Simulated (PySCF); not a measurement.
Run record: geometry optimisation, `COc1ccc(C(=O)[O-])oc1=O`.

Computed with PBE0-D3(BJ)/def2-SVP geometry optimisation, gas phase (PySCF 2.14.0). Start geometry: GFN2-xTB. A driver script takes a list of jobs; this job's settings line and coordinates (Å) are shown.

Input:
```
{"job": {"xc": "PBE0", "basis": "def2-SVP", "d3": "d3bj", "grid": 1, "kind": "geom"}, "charge": -1, "multiplicity": 1}
C     -3.059307     0.302502     0.210486
O     -2.178333    -0.647076    -0.321161
C     -0.834509    -0.394646    -0.203647
C     -0.267731     0.694511     0.382204
C      1.141405     0.797934     0.417934
C      1.905515    -0.182572    -0.128798
C      3.510060    -0.086773    -0.102110
O      3.902953     0.940990     0.451127
O      4.108685    -1.019013    -0.619455
O      1.343736    -1.254773    -0.705664
C      0.002412    -1.441868    -0.787524
O     -0.426568    -2.442860    -1.327520
H     -2.921007     0.422537     1.292030
H     -4.061334    -0.078511     0.015935
H     -2.942709     1.279559    -0.274306
H     -0.866147     1.481946     0.820200
H      1.635881     1.640142     0.870357
```

Output:
```
step   0  E = -644.74419334  max force = 0.025682
step   1  E = -644.74610642  max force = 0.015872
step   2  E = -644.74703464  max force = 0.005064
step   3  E = -644.74697859  max force = 0.003074
step   4  E = -644.74712386  max force = 0.002129
step   5  E = -644.74715620  max force = 0.001076
step   6  E = -644.74717211  max force = 0.000451
step   7  E = -644.74717037  max force = 0.000403
optimisation converged
```

Energies in Eh; «max force» is the largest Cartesian gradient component in Eh/bohr.

Problem. Give the first gradient maximum in eV/Å.

Solution. With 1 Eh/bohr = 51.422 eV/Å, 1.321 eV/Å.

In short: final energy -644.74717 Eh after 7 steps.

Rough CPU time on one thread of a shared machine: about 5 min.
Labels such as C1 count atoms from 1, the log's own numbers from 0.
